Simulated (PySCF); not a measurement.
C2H5NSi.
Structure used (PBE0-D3(BJ)/def2-SVP), in Å, numbered top down from 1:
```xyz
9
C2H5NSi angstrom
C      2.4396   -0.1194   -0.1217
C      1.2529    0.1538   -0.1526
Si    -0.5613    0.5055   -0.1827
N     -1.5760   -0.8771    0.0185
H      3.4893   -0.3524   -0.0965
H     -0.8709    1.1185   -1.5050
H     -0.8437    1.4556    0.9299
H     -1.6233   -1.5593   -0.7308
H     -1.5923   -1.3438    0.9190
```

Method used: EOM-IP-CCSD/aug-cc-pVDZ in PySCF, restricted Hartree–Fock reference, frozen core, non-relativistic, gas phase, PBE0-D3(BJ)/def2-SVP geometry.

Hartree–Fock orbital energies give these Koopmans values (eV): HOMO 10.73, HOMO-1 10.75, HOMO-2 11.58, HOMO-3 13.30, HOMO-4 14.29, HOMO-5 16.06, HOMO-6 17.96, HOMO-7 19.28.

Task: What vertical ionisation energies does EOM-IP-CCSD give?

Result: 
```csv
leading hole (HF orbital),Koopmans (eV),EOM-IP-CCSD (eV),change (eV),one-hole share
HOMO,10.73,9.98,-0.75,0.94
HOMO-1,10.75,10.68,-0.07,0.96
HOMO-2,11.58,10.96,-0.62,0.96
HOMO-3,13.30,12.64,-0.66,0.95
HOMO-4,14.29,13.23,-1.06,0.94
HOMO-5,16.06,14.45,-1.61,0.94
HOMO-6,17.96,16.84,-1.12,0.95
HOMO-7,19.28,17.55,-1.73,0.92
```

Task: Does the order of the lines follow the orbital energies?

Result: Yes, no two lines change places. The corrections run from -1.73 to -0.07 eV, with a mean of -0.95 eV over the 8 lines; no line lies above its Koopmans value.

Task: At what kinetic energies would He I light (21.22 eV) eject these electrons?

Result: 11.24 eV (HOMO), 10.54 eV (HOMO-1), 10.26 eV (HOMO-2), 8.58 eV (HOMO-3), 7.99 eV (HOMO-4), 6.77 eV (HOMO-5), 4.38 eV (HOMO-6), 3.67 eV (HOMO-7).

One root was sought for each valence orbital with −ε under 21 eV, eight at most, so deeper holes and satellites are missing; no vibrational structure.

Time: 76 s of wall time. Hardware: one thread of an x86-64 server, shared host.

One conformer stands for the species.
